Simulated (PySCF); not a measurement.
CdBr₂, SMILES [Cd]([Br])[Br].

Geometry optimised at B3LYP-D3(BJ)/def2-SVP. The structure was generated by enumeration; whether it is a known compound was not checked. The def2 effective core potentials stand for the cores of Cd; spin–orbit coupling is left out.

Method: PySCF with IEF-PCM-PBE0/def2-SVP.

The values are the electrostatic part of the solvation free energy, E(continuum) − E(gas) at the gas-phase geometry, in a cavity of scaled van der Waals radii (PySCF's table); cavitation and dispersion terms are not included. A continuum can't describe solvent molecules that bind to the metal. In vacuum the orbital gap is 5.91 eV. The dipole moment in vacuum is 0.00 D.

```tsv
solvent	ε	ΔG(elec) (kcal/mol)	dipole (D)	gap (eV)
water	78.36	-15.9	0.00	6.52
n-hexane	1.88	-5.3	0.00	6.11
diethylether	4.24	-10.4	0.00	6.30
```
